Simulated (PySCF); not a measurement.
Compound: [Rh(H2O)6]3+ (charge +3 and singlet state).
Structure used (PBE0-D3(BJ)/def2-SVP), in Å, numbered top down from 1:
```
atom  x, y, z in Å
Rh1   -0.0053    0.0009    0.0053
O2    -0.1105    0.3222    2.0090
H3    -0.0948    1.2209    2.3929
H4     0.0999   -0.3301    2.7044
O5    -0.0115   -0.3355   -1.9974
H6     0.1243   -1.2234   -2.3817
H7     0.0074    0.3364   -2.7053
O8     2.0324    0.0280    0.0354
H9     2.5636    0.3838    0.7739
H10    2.5800    0.0371   -0.7736
O11   -2.0349   -0.0159   -0.0263
H12   -2.5711   -0.0606    0.7899
H13   -2.5592   -0.3626   -0.7749
O14   -0.1616    2.0187   -0.1925
H15   -1.0233    2.4352   -0.3935
H16    0.5542    2.6192   -0.4773
O17    0.1442   -2.0191    0.2048
H18   -0.5888   -2.6106    0.4639
H19    0.9922   -2.4514    0.4274
```

Level of theory: PBE0-D3(BJ)/def2-SVP geometry optimisation, gas phase, def2 core potentials past Kr in PySCF 2.14.0.

Problem. Which atoms are bound to Rh1, and at what distances?

Solution. 6 atoms: O11 2.030 Å, O5 2.031 Å, O2 2.032 Å, O14 2.034 Å, O17 2.035 Å, O8 2.038 Å. The nearest atom not counted as bound is H15, at 2.67 Å.

Problem. List the angles at Rh1.

Solution. 
```
      angle  degrees  distance of the outer atoms (Å)
O14–Rh1–O17    179.8                             4.07
 O8–Rh1–O11    179.7                             4.07
  O2–Rh1–O5    176.8                             4.06
 O5–Rh1–O14     93.9                             2.97
O11–Rh1–O17     93.8                             2.97
 O8–Rh1–O14     93.7                             2.97
 O2–Rh1–O17     93.7                             2.97
  O2–Rh1–O8     92.0                             2.93
  O5–Rh1–O8     91.1                             2.91
 O5–Rh1–O11     88.9                             2.84
 O2–Rh1–O11     88.0                             2.82
 O8–Rh1–O17     86.5                             2.79
 O2–Rh1–O14     86.3                             2.78
 O5–Rh1–O17     86.1                             2.78
O11–Rh1–O14     86.0                             2.77
```

Problem. What is the shape at Rh1?

Solution. Octahedral: the three widest angles are 179.8°, 179.7° and 176.8°, the others run from 86.0° to 93.9°.

Problem. What are the other bond lengths?

Solution. O2–H3 and 11 like bonds 0.977 Å.

Problem. What are the rotational constants (commonest isotopes, rigid rotor)?

Solution. A = 1629, B = 1558, C = 1508 MHz: an asymmetric top.

Charge +3, singlet. The ion is multiply charged and computed without counter-ions or solvent. Not checked by PBE0-D3(BJ)/def2-SVP frequencies.
